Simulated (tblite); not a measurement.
Species: C4H5NSe2Si.
Numbering: `[CH:1]#[C:2][SiH2:3][Se:4][Se:5][CH2:6][C:7]#[N:8]` (hydrogens: H9 on C1; H10, H11 on Si3; H12, H13 on C6)

Computed with GFN2-xTB (tblite), gas phase: L-BFGS steps from a force-field or distance-geometry start until the largest atomic force falls under 0.01 eV/Å.

The end geometry, which sets the zero of energy:
```
atom  x, y, z in Å
C1     -1.9970    1.4408   -0.3977
C2     -1.9245    0.3568    0.1212
Si3    -1.7072   -1.2840    0.9502
Se4     0.5140   -1.4152    1.6711
Se5     1.5841   -1.6406   -0.3465
C6      1.6571    0.2754   -0.9459
C7      2.4993    1.0408   -0.0839
N8      3.1713    1.6343    0.6263
H9     -2.0777    2.3865   -0.8540
H10    -2.4869   -1.3628    2.1789
H11    -1.9317   -2.3423   -0.0341
H12     0.6351    0.6633   -0.9434
H13     2.0596    0.2476   -1.9599
```

**Question.** These geometries come from the run, each turned onto the end geometry. Order them by energy, lowest first.
A.
```
atom  x, y, z in Å
C1     -2.8803    1.4698   -0.1709
C2     -2.5209    0.3837    0.2018
Si3    -1.8961   -1.2268    0.8621
Se4     0.3127   -0.9346    1.6088
Se5     1.6196   -1.5764   -0.1571
C6      2.1837    0.1805   -0.9783
C7      3.1066    0.9225   -0.1751
N8      3.8527    1.5183    0.4561
H9     -3.2071    2.4150   -0.5015
H10    -2.5669   -1.5587    2.1167
H11    -1.9470   -2.2487   -0.1854
H12     1.2801    0.7636   -1.1742
H13     2.6584   -0.1076   -1.9209
```
B.
```
atom  x, y, z in Å
C1     -2.2246    1.4951   -0.3893
C2     -2.0135    0.4146    0.0957
Si3    -1.6653   -1.2176    0.9003
Se4     0.5443   -1.4070    1.6588
Se5     1.6899   -1.6948   -0.3043
C6      1.7288    0.2099   -0.9194
C7      2.5834    0.9867   -0.0788
N8      3.2728    1.5796    0.6157
H9     -2.4291    2.4404   -0.8069
H10    -2.4335   -1.3103    2.1341
H11    -1.8578   -2.2684   -0.0944
H12     0.7030    0.5824   -0.8840
H13     2.0969    0.1900   -1.9453
```
C.
```
atom  x, y, z in Å
C1     -2.7968    1.4837   -0.2211
C2     -2.4061    0.4336    0.2177
Si3    -1.8008   -1.1756    0.8966
Se4     0.4071   -0.9475    1.6564
Se5     1.5951   -1.6024   -0.1932
C6      2.0727    0.1757   -0.9936
C7      2.9888    0.8722   -0.1457
N8      3.7204    1.3981    0.5591
H9     -3.1501    2.3995   -0.6018
H10    -2.5524   -1.5638    2.0856
H11    -1.7734   -2.1558   -0.1874
H12     1.1517    0.7463   -1.1383
H13     2.5393   -0.0636   -1.9521
```
D.
```
atom  x, y, z in Å
C1     -2.8931    1.4683   -0.1396
C2     -2.5147    0.4012    0.2759
Si3    -1.9608   -1.2410    0.9000
Se4     0.3232   -1.0020    1.5762
Se5     1.7619   -1.5660   -0.1287
C6      2.2532    0.1945   -1.0145
C7      3.1604    0.9649   -0.2195
N8      3.8868    1.5678    0.4255
H9     -3.2308    2.3926   -0.5031
H10    -2.7472   -1.5760    2.0881
H11    -2.0760   -2.2722   -0.1288
H12     1.3142    0.7242   -1.1755
H13     2.7183   -0.0557   -1.9737
```
E.
```
atom  x, y, z in Å
C1     -2.0555    1.4622   -0.3891
C2     -1.9078    0.3664    0.0879
Si3    -1.6929   -1.2744    0.9162
Se4     0.5119   -1.4367    1.6715
Se5     1.6380   -1.6607   -0.3190
C6      1.6741    0.2550   -0.9327
C7      2.5173    1.0356   -0.0853
N8      3.2024    1.6343    0.6075
H9     -2.1967    2.4145   -0.8127
H10    -2.4693   -1.3020    2.1466
H11    -1.9256   -2.3484   -0.0476
H12     0.6462    0.6237   -0.9044
H13     2.0534    0.2311   -1.9565
```

**Answer.** E (0.006 eV), B (0.021 eV), C (0.039 eV), A (0.066 eV), D (0.135 eV).

In the order of the answer:

| step | E above end (eV) | largest force (eV/Å) | rms force component (eV/Å) | rms distance from end (Å) | rms bond change (Å) | bond most changed (Å) |
| --- | --- | --- | --- | --- | --- | --- |
| 85 | 0.006 | 0.09 | 0.032 | 0.055 | 0.002 | Se5–C6 +0.003 |
| 72 | 0.021 | 0.15 | 0.043 | 0.151 | 0.003 | Se5–C6 -0.007 |
| 52 | 0.039 | 0.05 | 0.016 | 0.555 | 0.002 | Si3–Se4 +0.007 |
| 18 | 0.066 | 0.14 | 0.044 | 0.632 | 0.005 | Si3–Se4 +0.011 |
| 6 | 0.135 | 0.40 | 0.122 | 0.659 | 0.018 | Si3–Se4 +0.055 |

What follows is the cost of the whole relaxation. On one thread, Arm Neoverse N1 (aarch64), shared host with 64 logical CPUs at a one-minute load of 56, this took 1.6 s wall.
